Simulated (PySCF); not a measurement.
# SMILES C(C)C#Cc1ccc2c(c1)CC2, C₁₂H₁₂

Cartesian coordinates in Å; atom numbers follow the order of the lines, from 1:
```xyz
24

C     4.536    0.013    1.020
C     4.036    0.224   -0.409
C     2.589    0.174   -0.475
C     1.387    0.129   -0.507
C    -0.027    0.077   -0.554
C    -0.675    0.248   -1.780
C    -2.062    0.209   -1.897
C    -2.753   -0.007   -0.730
C    -2.110   -0.179    0.497
C    -0.749   -0.145    0.633
C    -3.409   -0.354    1.242
C    -4.124   -0.161   -0.126
H     4.142    0.784    1.678
H     5.623    0.053    1.048
H     4.214   -0.956    1.395
H     4.373    1.197   -0.782
H     4.446   -0.549   -1.066
H    -0.068    0.415   -2.659
H    -2.541    0.344   -2.855
H    -0.231   -0.277    1.571
H    -3.620    0.418    1.981
H    -3.548   -1.333    1.698
H    -4.757    0.723   -0.190
H    -4.685   -1.027   -0.475
```

Computed, not measured: GIAO CAM-B3LYP/pcSseg-1 magnetisability, rotational g tensor and spin-rotation constants, non-relativistic, gas phase in PySCF 2.14.0. Geometry: GFN2-xTB.

**Question.** Give the nuclear spin-rotation constants along the inertial axes (H = +C I·J) beside the isotropic shieldings.

**Answer.** Rotational constants 2.9401, 0.3945, 0.3509 GHz. A star marks the isotopologue with that one atom substituted, in its own axes.
```tsv
atom	isotope	Caa (kHz)	Cbb (kHz)	Ccc (kHz)	mean (kHz)	σ (ppm)
H13	1H	-0.283	-0.030	-0.008	-0.107	30.4
H14	1H	0.072	-0.044	-0.039	-0.004	30.6
H15	1H	-0.283	-0.030	-0.008	-0.107	30.4
H16	1H	-0.268	-0.030	-0.005	-0.101	29.3
H17	1H	-0.268	-0.029	-0.005	-0.101	29.3
H18	1H	-0.120	0.022	-0.036	-0.045	24.2
H19	1H	-0.170	0.026	-0.036	-0.060	24.5
H20	1H	-0.144	0.025	-0.037	-0.052	24.3
H21	1H	-0.309	-0.020	-0.003	-0.111	28.6
H22	1H	-0.309	-0.020	-0.003	-0.111	28.6
H23	1H	-0.141	-0.043	-0.003	-0.062	28.6
H24	1H	-0.140	-0.043	-0.003	-0.062	28.6
C1	13C*	0.408	0.052	0.054	0.172	167.9
C2	13C*	0.412	0.055	0.049	0.172	169.5
C3	13C*	0.262	0.136	0.131	0.176	85.4
C4	13C*	0.064	0.143	0.132	0.113	96.2
C5	13C*	1.479	0.136	0.037	0.551	53.8
C6	13C*	1.192	0.184	0.043	0.473	44.0
C7	13C*	1.136	0.177	0.038	0.451	54.5
C8	13C*	1.571	0.156	0.045	0.591	30.6
C9	13C*	1.334	0.188	0.045	0.523	30.3
C10	13C*	1.164	0.178	0.044	0.462	49.6
C11	13C*	0.426	0.070	0.056	0.184	155.6
C12	13C*	0.526	0.058	0.056	0.213	155.3
```
For the geometry as given, no vibrational averaging.
